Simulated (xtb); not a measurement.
S (SMILES [S-]), charge -1, doublet, atoms displaced at random by about 0.06 Å a coordinate; GFN2-xTB in xtb.

Here is a job for xtb.
```
$ xtb mol.xyz --gfn 2 --chrg -1 --uhf 1 --ohess --json

# file mol.xyz
1

S     -0.02123742     0.09371486    -0.05200226
```

The log (banner, timings and long lists left out):

```
   ID    Z sym.   atoms
    1   16 S      1

           -------------------------------------------------
          |                Calculation Setup                |
           -------------------------------------------------

           -------------------------------------------------
          |                 G F N 2 - x T B                 |
           -------------------------------------------------

          ...................................................
          :                      SETUP                      :
          :.................................................:
          :  # basis functions                  10          :
          :  # atomic orbitals                   9          :
          :  # shells                            3          :
          :  # electrons                         7          :
          :  max. iterations                   250          :
          :  Hamiltonian                  GFN2-xTB          :
          :  restarted?                      false          :
          :  GBSA solvation                  false          :
          :  PC potential                    false          :
          :  electronic temp.          300.0000000     K    :
          :  accuracy                    1.0000000          :
          :  -> integral cutoff          0.2500000E+02      :
          :  -> integral neglect         0.1000000E-07      :
          :  -> SCF convergence          0.1000000E-05 Eh   :
          :  -> wf. convergence          0.1000000E-03 e    :
          :  Broyden damping             0.4000000          :
          :  net charge                         -1          :
          :  unpaired electrons                  1          :
          ...................................................

 iter      E             dE          RMSdq      gap      omega  full diag
   1     -3.4046900 -0.340469E+01  0.471E+00   10.00      10.0  T
   2     -3.4046900  0.000000E+00  0.377E+00    9.94       9.9  T
   3     -3.4046900 -0.444089E-15  0.290E+00    9.87       9.9  T
   4     -3.4046900  0.888178E-15  0.232E+00    9.83       9.8  T
   5     -3.4046900 -0.444089E-15  0.179E+00    9.78       9.8  T
   6     -3.4046900  0.000000E+00  0.143E+00    9.75       9.8  T
   7     -3.4046900  0.444089E-15  0.110E+00    9.72       9.7  T
   8     -3.4046900  0.444089E-15  0.882E-01    9.70       9.7  T
   9     -3.4046900 -0.888178E-15  0.705E-01    9.69       9.7  T
  10     -3.4046900  0.444089E-15  0.564E-01    9.67       9.7  T
  11     -3.4046900 -0.133227E-14  0.434E-01    9.66       9.7  T
  12     -3.4046900  0.133227E-14  0.348E-01    9.65       9.7  T
  13     -3.4046900  0.000000E+00  0.268E-01    9.65       9.6  T
  14     -3.4046900  0.000000E+00  0.214E-01    9.64       9.6  T
  15     -3.4046900 -0.444089E-15  0.171E-01    9.64       9.6  T
  16     -3.4046900  0.888178E-15  0.137E-01    9.63       9.6  T
  17     -3.4046900 -0.444089E-15  0.105E-01    9.63       9.6  T
  18     -3.4046900 -0.888178E-15  0.844E-02    9.63       9.6  T
  19     -3.4046900 -0.444089E-15  0.650E-02    9.63       9.6  T
  20     -3.4046900  0.444089E-15  0.478E-02    9.63       9.6  T
  21     -3.4046900  0.133227E-14  0.333E-02    9.62       9.6  T
  22     -3.4046900 -0.444089E-15  0.266E-02    9.62       9.6  T
  23     -3.4046900 -0.444089E-15  0.213E-02    9.62       9.6  T
  24     -3.4046900  0.000000E+00  0.164E-02    9.62       9.6  T
  25     -3.4046900 -0.444089E-15  0.121E-02    9.62       9.6  T
  26     -3.4046900 -0.444089E-15  0.964E-03    9.62       9.6  T
  27     -3.4046900  0.000000E+00  0.743E-03    9.62       9.6  T
  28     -3.4046900  0.444089E-15  0.546E-03    9.62       9.6  T
  29     -3.4046900  0.888178E-15  0.437E-03    9.62       9.6  T
  30     -3.4046900 -0.444089E-15  0.350E-03    9.62       9.6  T
  31     -3.4046900 -0.133227E-14  0.280E-03    9.62       9.6  T
  32     -3.4046900  0.444089E-15  0.215E-03    9.62       9.6  T
[...]
         :: total energy              -3.404690045362 Eh    ::
         :: total energy              -3.404690045362 Eh    ::
[...]
   full:        0.019       0.011      -0.026      -0.006       0.026       0.007

           -------------------------------------------------
          |               Frequency Printout                |
           -------------------------------------------------
 vibrational frequencies (cm⁻¹)
eigval :        0.18     0.18     0.18
 reduced masses (amu)
Molecule has the following symmetry elements: (i) (Cinf) (sigma)
It seems to be the Kh point group
   1:  0.00   2:  0.00   3:  0.00
 IR intensities (km·mol⁻¹)
   1:  0.00   2:  0.00   3:  0.00
 Raman intensities (Ä⁴*amu⁻¹)
   1:  0.00   2:  0.00   3:  0.00
 output can be read by thermo (or use thermo option).
 writing <g98.out> molden fake output.
 recommended (thermochemical) frequency scaling factor: 1.0
           -------------------------------------------------
          |             Thermodynamic Functions             |
           -------------------------------------------------

Kh  symmetry found (for desy threshold:  0.10E+00) used in thermo

          ...................................................
          :                      SETUP                      :
          :.................................................:
          :  # frequencies                           0      :
          :  # imaginary freq.                       0      :
          :  linear?                              true      :
          :  only rotor calc.                     true      :
          :  symmetry                               Kh      :
          :  rotational number                       1      :
          :  scaling factor                  1.0000000      :
          :  rotor cutoff                   50.0000000 cm⁻¹ :
          :  imag. cutoff                  -20.0000000 cm⁻¹ :
          :.................................................:

    mode    ω/cm⁻¹     T·S(HO)/kcal·mol⁻¹    T·S(FR)/kcal·mol⁻¹   T·S(vib)
   ------------------------------------------------------------------------
   ------------------------------------------------------------------------

   temp. (K)  partition function   enthalpy   heat capacity  entropy
                                   cal/mol     cal/K/mol   cal/K/mol   J/K/mol
 298.15  VIB   1.00                    0.000      0.000      0.000
         ROT   1.00                    0.000      0.000      0.000
         INT   1.00                    0.000      0.000      0.000
         TR   0.176E+27             1481.254      4.968     36.311
         TOT                        1481.2539     4.9681    36.3111   151.9258

       T/K    H(0)-H(T)+PV         H(T)/Eh          T*S/Eh         G(T)/Eh
   ------------------------------------------------------------------------
    298.15    0.236053E-02    0.236053E-02    0.172526E-01   -0.148921E-01
   ------------------------------------------------------------------------

         :::::::::::::::::::::::::::::::::::::::::::::::::::::
         ::                  THERMODYNAMIC                  ::
         :::::::::::::::::::::::::::::::::::::::::::::::::::::
         :: total free energy          -3.419582113513 Eh   ::
         ::.................................................::
         :: total energy               -3.404690045362 Eh   ::
         :: zero point energy           0.000000000000 Eh   ::
         :: G(RRHO) w/o ZPVE           -0.014892068151 Eh   ::
         :: G(RRHO) contrib.           -0.014892068151 Eh   ::
         :::::::::::::::::::::::::::::::::::::::::::::::::::::

optimized geometry written to: xtbopt.xyz

           -------------------------------------------------
          | TOTAL ENERGY               -3.404690045362 Eh   |
          | TOTAL ENTHALPY             -3.402329516983 Eh   |
          | TOTAL FREE ENERGY          -3.419582113513 Eh   |
          | GRADIENT NORM               0.000000000000 Eh/α |
          | HOMO-LUMO GAP               9.620684465003 eV   |
           -------------------------------------------------

normal termination of xtb
```
